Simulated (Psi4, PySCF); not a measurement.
Here is a job for Psi4.
```
memory 2 GB

molecule {
0 1
  Cu   -0.00000000   -0.00000000   -1.55408011
  I     0.00000000    0.00000000    0.85034572
}

set basis def2-svpd
set scf_type pk
set puream true
set d_convergence 1e-8
set dft_radial_points 99
set dft_spherical_points 590

energy('wb97x')
print_variables()
```

Q: Write the same job for PySCF.

A: Several could match; the one computed here: 
```python
from pyscf import gto, scf, dft

mol = gto.Mole()
mol.atom = '''
    Cu   -0.00000000   -0.00000000   -1.55408011
    I     0.00000000    0.00000000    0.85034572
'''
mol.basis = 'def2-svpd'
mol.ecp = {'I': 'def2-svpd'}
mol.verbose = 4
mol.build()

mf = dft.RKS(mol)
mf.xc = 'wb97x'
mf.grids.atom_grid = (99, 590)
mf.grids.prune = None
mf.kernel()
```

Both were run: Psi4 gave -1938.113104 Eh and PySCF -1938.112389 Eh, 0.715 mEh apart.
